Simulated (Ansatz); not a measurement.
Reaction (redistribution): `C[O][SnH2][S]C` + `C[NH][In]([F])[F]` → `C[NH][SnH2][O]C` + `C[S][In]([F])[F]`

Computed with Ansatz on PBE0-D4/def2-TZVP structures; ΔE is electronic, products minus reactants. CBS: MP2 limit from def2 TZ/QZ plus the TZ coupled-cluster correction, frozen cores. DFT in def2-TZVPP. B3LYP here is the variant with VWN-RPA as its local correlation; programs differ in this. def2 core potentials past Kr. For In, Sn outer-core shells are correlated without core-valence functions, which leaves a few kJ/mol of doubt a bond. Each species was taken in one conformer, which may not be the lowest.

`C[O][SnH2][S]C`:

```xyz
13

C    -2.033    1.066    0.047
O    -1.038    0.373   -0.659
Sn    0.835    0.980   -0.562
S     2.084   -1.002   -0.943
C     1.344   -2.045    0.351
H    -2.302    2.016   -0.437
H    -2.932    0.443    0.078
H    -1.747    1.288    1.085
H     1.005    1.590    1.030
H     1.159    2.112   -1.795
H     0.263   -2.099    0.233
H     1.595   -1.682    1.348
H     1.767   -3.041    0.223
```

`C[NH][In]([F])[F]`:

Cartesian coordinates in Å:
```
C -0.609 -0.713 1.022
N -0.569 0.410 0.101
In 0.861 0.658 -1.259
F 1.939 -0.816 -1.910
F 1.192 2.288 -2.248
H -0.246 -1.617 0.529
H -0.011 -0.568 1.930
H -1.642 -0.907 1.326
H -0.916 1.265 0.510
```

`C[NH][SnH2][O]C`:

Z-matrix (Å, degrees):
```
C
N 1 1.450
H 1 1.095 2 110.5
H 1 1.093 2 109.7 3 117.2
H 1 1.099 2 114.7 3 -121.8
Sn 2 2.012 1 120.9 3 -161.7
H 2 1.009 1 112.5 3 56.9
O 6 1.965 2 104.1 1 74.0
H 6 1.705 2 115.3 1 -36.7
H 6 1.708 2 107.0 1 -168.7
C 8 1.405 6 119.3 2 54.7
H 11 1.094 8 108.3 6 -170.5
H 11 1.100 8 112.2 6 70.8
H 11 1.098 8 112.6 6 -51.2
```

`C[S][In]([F])[F]`:

Cartesian coordinates in Å:
```
C 1.292 0.592 -0.413
S -0.381 0.780 -1.114
In -1.607 -0.593 0.328
F -0.717 -1.525 1.780
F -3.499 -0.977 0.307
H 1.342 0.957 0.610
H 1.937 1.207 -1.041
H 1.634 -0.440 -0.458
```

```
             level  ΔE (kJ/mol)  difference from CCSD(T)/CBS
            PBE-D4        -17.6                         -1.6
         r2SCAN-D4        -19.4                         -3.4
           PBE0-D4        -18.3                         -2.3
          B3LYP-D4        -19.2                         -3.2
           ωB97X-V        -18.2                         -2.2
           ωB97M-V        -19.0                         -3.0
            B2PLYP        -17.8                         -1.8
               PBE        -17.2                         -1.2
            r2SCAN        -19.3                         -3.3
              PBE0        -18.0                         -2.0
             B3LYP        -18.7                         -2.7
     HF/def2-TZVPP        -22.0                         -6.0
    MP2/def2-TZVPP        -16.5                         -0.5
SCS-MP2/def2-TZVPP        -17.1                         -1.1
   CCSD/def2-TZVPP        -18.6                         -2.6
CCSD(T)/def2-TZVPP        -18.1                         -2.1
     HF/def2-QZVPP        -21.9                         -5.9
    MP2/def2-QZVPP        -15.2                          0.8
SCS-MP2/def2-QZVPP        -15.8                          0.2
      HF/CBS(def2)        -21.8                         -5.8
     MP2/CBS(def2)        -14.4                          1.6
    CCSD/CBS(def2)        -16.5                         -0.5
       CCSD(T)/CBS        -16.0                            0
```

Largest T1 diagnostic among the species: 0.016.

In def2-TZVPP, CCSD(T) changes the Hartree–Fock value by +4.0 kJ/mol (the triples alone add +0.5 kJ/mol) and MP2 by +5.6 kJ/mol.
